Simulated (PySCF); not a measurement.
Bonds (- single, = double, # triple, : aromatic): C1-C2, C2-C3, C3-B4, B4-C5, C5:C6, C6:C7, C7:C8, C8:O9, O9:C5. C1 carries H10, H11, H12; C2 carries H13, H14; C3 carries H15, H16; B4 carries H17; C6 carries H18; C7 carries H19; C8 carries H20.

Calculated, not measured (PySCF): shieldings: GIAO PBE0/pcSseg-1, structure optimised with PBE0-D3(BJ)/def2-SVP. Non-relativistic Hamiltonian, fast rotation and ring inversion assumed for equivalent nuclei, in vacuum, one conformer.

Scale: $^{13}$C (σref 184.41) and $^{1}$H (σref 31.27) against TMS; $^{11}$B (σref 100.73) against BF3·OEt2; H2O for $^{17}$O (σref 334.56) (reference shieldings calculated alike).

```
      atoms   nucleus  count  δ (ppm)
         C3  $^{13}$C      1     29.2
         C7  $^{13}$C      1        ?
        H20   $^{1}$H      1     7.73
        H18   $^{1}$H      1        ?
        H19   $^{1}$H      1     6.70
         B4  $^{11}$B      1     65.0
         C5  $^{13}$C      1    170.2
H10/H11/H12   $^{1}$H      3        ?
         C6  $^{13}$C      1        ?
         C8  $^{13}$C      1    155.0
         C2  $^{13}$C      1     24.4
    H15/H16   $^{1}$H      2     1.71
        H17   $^{1}$H      1     6.62
    H13/H14   $^{1}$H      2     1.72
         C1  $^{13}$C      1        ?
         O9  $^{17}$O      1    325.0
```

Fill in the missing shifts.

## Answers


- C6: 140.0 ppm, aromatic CH; the aromatic region
- C7: 117.3 ppm, aromatic CH
- C1: 19.2 ppm, methyl carbon; aliphatic region, no heteroatom directly attached
- H18: 7.44 ppm, hydrogen on an aromatic CH; aromatic region
- H10/H11/H12: 0.91 ppm, hydrogen on a methyl carbon; far from electronegative atoms and π systems

Hydrogens on boron are broadened and split by $^{11}$B (spin 3/2, 80 %) and 10B (spin 3). A carbon bonded to boron is broadened by the quadrupolar boron nucleus and is often missing from a measured spectrum. Shifts are as computed. Against solution values, carbons near 30 ppm lie about +2 ppm off and those near 130 ppm about +5 ppm. Of 1309 compounds with measured shifts, 239 miss one by over three times the rms of a fit or turn the order of signals round; such compounds aren't used in these exercises. Unscaled 17O shifts of doubly bonded oxygen tend to come out too high, by tens of ppm or more. Experimental scales use liquid or dissolved standards, which lie at an offset from isolated H2O (liquid H2O: subtract about 36 ppm).
